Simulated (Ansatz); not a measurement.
The same path of ClH + GeH4O2 (9 atoms, charge 0, multiplicity 1) was run 3 times with different band settings. Lost on the way: Ge1–O2, Cl8–H9. Made: Ge1–Cl8, O2–H9.

Level of theory: Ansatz 0.2.0, RKS B3LYP/def2-SVP.

Relaxed end points:

```xyz
9
Properties=species:S:1:pos:R:3
Ge -0.190 -0.175 -0.161
O -0.076 0.206 1.601
H -0.907 0.143 2.093
H 1.213 0.104 -0.687
O -1.292 0.963 -0.967
H -2.222 0.703 -0.948
H -0.718 -1.619 -0.304
Cl 1.824 2.582 2.192
H 1.009 1.560 2.053
```

```xyz
9
Properties=species:S:1:pos:R:3
Ge 0.557 0.033 -0.570
O -1.303 1.104 2.077
H -1.388 0.328 2.648
H 1.239 0.200 -1.932
O -1.003 0.841 -0.648
H -1.368 0.950 0.258
H 0.463 -1.418 -0.062
Cl 1.813 1.062 0.939
H -0.371 1.367 2.163
```

Common settings: movable images 5; climbing image yes; optimiser quadratic models (default); force threshold 0.05 eV/Å; iteration limit 60; end points relaxed.

| run | spring | start path |
| --- | --- | --- |
| 1 | 5.0 eV/Å² | through a guess of the saddle point |
| 2 | 5.0 eV/Å² | straight line |
| 3 | 50.0 eV/Å² | through a guess of the saddle point |

Q: What does each run give, and how far can it be trusted?

A: Run 1: converged after 36 iterations, highest image 0.730 eV above the first end. A vibrational analysis at the climbing image gives one clearly imaginary mode, 229i cm⁻¹: a first-order saddle point. Another band between the same ends, with other settings, climbed to 0.495 eV only, so this may not be the lowest route.
Run 2: converged after 39 iterations, highest image 0.495 eV above the first end. The order of the stationary point at the top wasn't checked.
Run 3: converged after 16 iterations, highest image 0.781 eV above the first end. The order of the stationary point at the top wasn't checked. Another band between the same ends, with other settings, climbed to 0.495 eV only, so this may not be the lowest route.
The orbitals stay closed-shell, which can raise the energy where a bond breaks towards radicals; this wasn't checked here.
